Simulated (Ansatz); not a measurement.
Cost and result for the atomization energy of `CB[SiH](C)F` (13 atoms, 12 bonds).

```
atom   x (Å)   y (Å)   z (Å)
  C1   1.902  -0.281   0.746
  B2   0.998   0.816   0.117
 Si3  -1.009   0.642   0.128
  C4  -1.578  -0.733  -1.003
  F5  -1.742   2.001  -0.336
  H6   2.832  -0.447   0.195
  H7   1.430  -1.239   0.973
  H8   2.219   0.154   1.710
  H9   1.531   1.786  -0.347
 H10  -1.492   0.363   1.514
 H11  -2.667  -0.822  -0.981
 H12  -1.153  -1.687  -0.682
 H13  -1.270  -0.553  -2.035
```

Total charge 0; spin multiplicity 1. The geometry is a stationary point of PBE0-D4/def2-TZVP. It is one conformer, not always the lowest. Program: Ansatz. All runs use 4 threads of an Arm Neoverse V1 on a shared host. Times are those of one run each, without the atoms' runs, and a repeat can differ threefold. Electronic energies, without spin–orbit coupling; frozen cores. CCSD(T)/CBS adds CCSD(T) − MP2 in def2-TZVPP to the MP2 limit, and its time is that of the two runs behind it. T1 = 0.011. B3LYP takes the VWN-RPA correlation (the form of Gaussian; ORCA's B3LYP/G).

CCSD(T)/CBS is a level of theory with its own doubt, some kJ/mol a heavy atom from the limit and from the frozen cores, so smaller differences don't rank the functionals.

| level | functions | wall time |
| --- | --- | --- |
| PBE-D4/def2-TZVPP (with forces) | 278 | 2.8 s |
| PBE0-D4/def2-TZVPP | 278 | 3.2 s |
| r2SCAN-D4/def2-TZVPP (with forces) | 278 | 5.5 s |
| B3LYP-D4/def2-TZVPP (with forces) | 278 | 5.5 s |
| B2PLYP/def2-TZVPP | 278 | 6.5 s |
| ωB97X-V/def2-TZVPP | 278 | 9 s |
| ωB97M-V/def2-TZVPP (with forces) | 278 | 14 s |
| MP2/def2-QZVPP | 538 | 27 s |
| CCSD(T)/def2-TZVPP | 278 | 3.5 min |
| CCSD(T)/CBS(def2) | – | 4 min |

(1) What atomization energy does each give, and how far from CCSD(T)/CBS? (An estimate is asked.)

## Answers

(1) The calculation gave: 
```tsv
level	atomization (kJ/mol)	difference from CCSD(T)/CBS	per bond
PBE-D4/def2-TZVPP (with forces)	4890.8	51.4	4.3
PBE0-D4/def2-TZVPP	4846.1	6.7	0.6
r2SCAN-D4/def2-TZVPP (with forces)	4863.5	24.1	2.0
B3LYP-D4/def2-TZVPP (with forces)	4849.5	10.1	0.8
B2PLYP/def2-TZVPP	4800.7	-38.7	-3.2
ωB97X-V/def2-TZVPP	4858.6	19.2	1.6
ωB97M-V/def2-TZVPP (with forces)	4856.7	17.3	1.4
MP2/def2-QZVPP	4845.4	6.0	0.5
CCSD(T)/def2-TZVPP	4732.3	-107.1	-8.9
CCSD(T)/CBS(def2)	4839.4	0.0	0.0
```

The D4 term adds +36.8 kJ/mol with B3LYP and +19.5 kJ/mol with PBE0; it sums over pairs of atoms, weighted by their polarisabilities, and B3LYP, whose exchange is more repulsive, gets the larger term. In def2-TZVPP, CCSD(T) changes the Hartree–Fock value by +986.6 kJ/mol (the triples alone add +48.6 kJ/mol) and MP2 by +1035.9 kJ/mol; breaking electron pairs costs correlation energy, which Hartree–Fock lacks. From PBE to PBE0 (25 % exact exchange), in def2-TZVPP and without D4, the atomization energy moves by −41.2 kJ/mol: exact exchange takes away binding that semilocal exchange gives to molecules.
